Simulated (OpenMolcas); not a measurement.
A calculation on neutral aluminium.

```
Program             : OpenMolcas
Method              : CASSCF
Basis               : ANO-RCC-VQZP [6s5p3d2f1g]
Scalar Hamiltonian  : DKH2, point nucleus
Active space        : 3 electrons in 4 orbitals (3s 3p)
State averaging     : 2S+1 = 4 odd, 1 root (0 in the spin-orbit step); 2S+1 = 2 odd, 3 roots; 2S+1 = 4 even, 3 roots; 2S+1 = 2 even, 5 roots
Spin-orbit coupling : RASSI with atomic mean-field integrals over the reference wave functions, term energies averaged over their components
```

Q: Which level of the active space comes out lowest?

A: 3s² 3p ²P°_1/2, with 100 % of that term; it is also the measured ground level.

Q: How high does 3s 3p² ⁴P_3/2 lie?

A: 23089 cm⁻¹ above the lowest level; measured 29067 cm⁻¹ above the ground level, so the calculation is off by -21 %.

Q: How high does 3s 3p² ⁴P_1/2 lie?

A: 23052 cm⁻¹ above the lowest level; measured 29020 cm⁻¹ above the ground level, so the calculation is off by -21 %.

Q: How high does 3s² 3p ²P°_3/2 lie?

A: 103 cm⁻¹ above the lowest level; measured 112 cm⁻¹ above the ground level, so the calculation is off by -8 %.

Measured values: NIST Handbook of Basic Atomic Spectroscopic Data.

Without dynamic correlation excited terms often stand tens of per cent too high (terms of higher spin than the ground term too low), and those without a measured partner can miss by more than the paired ones. Terms of s pⁿ other than that of highest spin mix with s² pⁿ⁻² d, which this space lacks; all of them can be thousands of cm-1 off, and some have no real level of that name. Measured partners are found by configuration, term and J. A level has none where our copy of the source lacks it or the pairing is in doubt (some pairs that miss far off the trend of their configuration count as doubtful), and it then counts in no deviation. Levels of configurations outside the active space are missing.

° marks odd parity.
